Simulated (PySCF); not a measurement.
The numbers are results of ωB97X-D3(BJ)/def2-TZVP // PBE0-D3(BJ)/def2-SVP in PySCF, not measurements. Gas-phase values, no solvent. One relaxed conformer stands for a flexible species; it need not be the lowest. Delta-SCF ions had no search for a lower state. Excitations are Tamm–Dancoff values on a coarser integration grid. The basis has no diffuse functions, so Rydberg states are missing or too high.

Reference species (SMILES): `c1(ccc(B)s1)O` (neutral, multiplicity 1).

- S1 excitation (TDA): 4.81 eV
- S1–T1 gap (TDA): 1.80 eV
- vertical ionisation energy (Delta-SCF): 8.57 eV

Changed species: `Bc1sccc1O`.

Task: Give the shifts of the S1 excitation (TDA), S1–T1 gap (TDA) and vertical ionisation energy (Delta-SCF).

Result: the S1 excitation (TDA) stays essentially unchanged; the S1–T1 gap (TDA) falls by 0.05 eV, to 1.75 eV; the vertical ionisation energy (Delta-SCF) goes up by 0.11 eV, to 8.68 eV.
